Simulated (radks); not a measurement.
The palladium ion Pd40+, configuration [He] 2s2 2p2. All-electron calculation, Dirac Kohn-Sham, LB94 model potential, spin-unpolarised, spherical densities, finite nucleus; open shells fill j = l - 1/2 first; Fermi nuclear charge, rms radius 4.5318 fm. Program: a radial shooting solver on a logarithmic mesh with Libxc functionals.

Radial electron density D(r) = 4 pi r^2 rho(r):

```
   r/bohr * D(r) (the largest magnitude, 56.5, reaches the edge; | marks zero)
 0.001598 |  *
 0.001759 |  *
 0.001936 |   *
 0.002131 |   *
 0.002327 |    *
 0.002562 |     *
  0.00282 |      *
 0.003104 |       *
 0.003417 |        *
 0.003761 |          *
  0.00414 |           *
 0.004557 |             *
 0.005016 |               *
 0.005521 |                 *
 0.006078 |                    *
  0.00669 |                       *
 0.007364 |                          *
 0.008106 |                             *
 0.008923 |                                *
 0.009822 |                                    *
  0.01073 |                                       *
  0.01181 |                                          *
    0.013 |                                             *
  0.01431 |                                                *
  0.01575 |                                                   *
  0.01733 |                                                     *
  0.01908 |                                                      *
    0.021 |                                                      *
  0.02312 |                                                     *
  0.02545 |                                                    *
  0.02801 |                                                 *
  0.03083 |                                              *
  0.03394 |                                           *
  0.03736 |                                       *
  0.04113 |                                   *
  0.04527 |                               *
  0.04943 |                             *
  0.05441 |                           *
   0.0599 |                          *
  0.06593 |                           *
  0.07258 |                            *
  0.07989 |                             *
  0.08794 |                               *
   0.0968 |                               *
   0.1066 |                               *
   0.1173 |                              *
   0.1291 |                           *
   0.1421 |                       *
   0.1564 |                  *
   0.1722 |              *
   0.1895 |         *
   0.2086 |      *
   0.2278 |   *
   0.2508 | *
   0.2761 |*
   0.3039 *
   0.3345 *
   0.3682 *
   0.4053 *
   0.4461 *
```

D(r) has 2 maxima, at r = 0.0207, 0.0992 bohr, and minima at 0.0609 bohr, inside which lie 2.30 electrons.
